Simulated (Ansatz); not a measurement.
Born–Oppenheimer molecular dynamics of CH6SSiTe (10 atoms, charge 0, multiplicity 1). It starts at the highest image of a converged band. Of that band: A structure lower than the first end lies on the path between it and the top, so the climb from that side starts below the end, which may itself be a saddle point or a shallow side well. A structure lower than the last end lies on the path between it and the top, so the climb from that side starts below the end, which may itself be a saddle point or a shallow side well. A vibrational analysis at the climbing image gives one clearly imaginary mode, 684i cm⁻¹: a first-order saddle point.

Level of theory: RKS PBE/def2-SVP (Ansatz).

```yaml
ensemble: NVE (velocity Verlet)
time_step: 0.5 fs
steps_asked: 200
starting_velocities_drawn_for: 100 K
seed: 6495
```

First frame:

```xyz
10
Properties=species:S:1:pos:R:3
C -1.411 1.200 -0.703
Te -1.861 -0.849 -0.069
Si 0.242 -1.222 1.238
S 2.042 -1.144 -0.627
H -0.439 1.192 -1.228
H -1.382 1.861 0.181
H -2.220 1.512 -1.390
H 1.485 -2.126 0.610
H 0.660 0.144 1.760
H 2.966 -0.620 0.230
```

Task: How far do the bonds stretch over the last three quarters of this one trajectory? (Pairs bonded in most of those frames.)

Result: 
```
   bond  mean (Å)  spread (Å)  shortest  longest
 C1–Te2     2.195       0.010      2.18     2.21
  C1–H5     1.105       0.007      1.09     1.12
  C1–H6     1.105       0.011      1.09     1.12
  C1–H7     1.106       0.008      1.09     1.12
Te2–Si3     2.532       0.025      2.49     2.56
 Si3–H9     1.550       0.014      1.53     1.58
  S4–H8     1.376       0.022      1.34     1.41
 S4–H10     1.365       0.016      1.34     1.39
```

Mean temperature of the second half: 217 K. The conserved energy stayed within 0.028 meV per atom of its start (net change 0.005 meV per atom), so the integration is sound. The kinetic energy rose, since the run started high on the potential surface and went downhill. It ends in pieces (CH4SiTe + H2S), so much of that is their flight and rotation, not heat. A run of 0.1 ps of so small a system gives no equilibrium averages. The orbitals stay closed-shell, which can raise the energy where a bond breaks towards radicals; this wasn't checked here.

The run took 4.8 min on 2 threads of Intel(R) Xeon(R) 6975P-C (Granite Rapids), with other jobs on the host, peak memory 0.17 GiB.
